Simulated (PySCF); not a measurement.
How methods differ on the ionisation energy of Zn⁺

Zn⁺ [Ar] 3d10 4s1 (2S) → Zn²⁺ [Ar] 3d10 (1S), as a difference of total energies. Computed with PySCF 2.14 in def2-QZVPPD (11s6p5d4f2g, 100 functions), with the non-relativistic Hamiltonian (point nucleus). Correlated levels: valence: [Ar] frozen; valence and next inner shell: [Ne] frozen. The calculations carry no spin-orbit coupling.

```
                                method  ionisation energy (eV)  difference from reference (eV)
                                   UHF                  16.570                          -1.394
                                   LDA                  18.668                          +0.704
                                   PBE                  18.375                          +0.411
                                  PBE0                  17.992                          +0.028
                                r2SCAN                  18.180                          +0.216
                                  MN15                  17.646                          -0.318
                                 HSE06                  18.071                          +0.107
                               LC-wPBE                  17.926                          -0.038
                                 M06-L                  17.554                          -0.410
                         MP2 (valence)                  17.560                          -0.404
                     SCS-MP2 (valence)                  17.401                          -0.563
    MP2 (valence and next inner shell)                  17.645                          -0.319
SCS-MP2 (valence and next inner shell)                  17.454                          -0.510
```

Reference: 17.964 eV (measured; NIST Atomic Spectra Database, ionization energies).

These non-relativistic numbers lack the scalar-relativistic shift.

Errors of the correlated levels include the incompleteness of this basis and the frozen core.
